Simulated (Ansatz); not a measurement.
Start from `C/C(Cl)=C\I` and change one atom or group to get `C=C(C)Cl`.

Ansatz, PBE0-D4/def2-TZVP geometries, multiplicity 1. 

Elements past krypton have def2 core potentials.  Spin–orbit coupling is left out; it splits and shifts lone-pair levels of the heavy atoms by tenths of an eV.

| property | `C/C(Cl)=C\I` |
| --- | --- |
| ideal-gas entropy at 298 K and 1 bar (rigid rotor, harmonic PBE0-D4/def2-TZVP) / J/(mol·K) | 347 |
| HOMO energy (B3LYP/def2-TZVPP) / eV | -6.67 |
| HOMO–LUMO gap (PBE0/def2-TZVPP) / eV | 5.99 |
| HOMO–LUMO gap (PBE/def2-TZVPP) / eV | 3.97 |
| size of the dipole moment (ωB97M-V/def2-TZVPP) / D | 0.84 |
| HOMO energy (PBE/def2-TZVPP) / eV | -5.81 |

Task: Give the same properties after the change, and the shifts. (Estimate.)

Result: The calculation gave: 
| property | `C=C(C)Cl` | shift |
| --- | --- | --- |
| ideal-gas entropy at 298 K and 1 bar (rigid rotor, harmonic PBE0-D4/def2-TZVP) / J/(mol·K) | 294 | -53 |
| HOMO energy (B3LYP/def2-TZVPP) / eV | -7.08 | -0.41 |
| HOMO–LUMO gap (PBE0/def2-TZVPP) / eV | 7.29 | 1.30 |
| HOMO–LUMO gap (PBE/def2-TZVPP) / eV | 5.13 | 1.16 |
| size of the dipole moment (ωB97M-V/def2-TZVPP) / D | 1.58 | 0.74 |
| HOMO energy (PBE/def2-TZVPP) / eV | -6.14 | -0.33 |

With PBE0 the HOMO falls by 0.41 eV and the LUMO rises by 0.90 eV, so the gap widens by about 1.31 eV. PBE moves the HOMO by -0.33 eV and ωB97M-V by -0.54 eV. Dipoles are sizes alone; their direction can turn.

Positive LUMOs are unbound, so they and the gaps depend on the basis.

B3LYP here is the variant with VWN-RPA as its local correlation; programs differ in this.
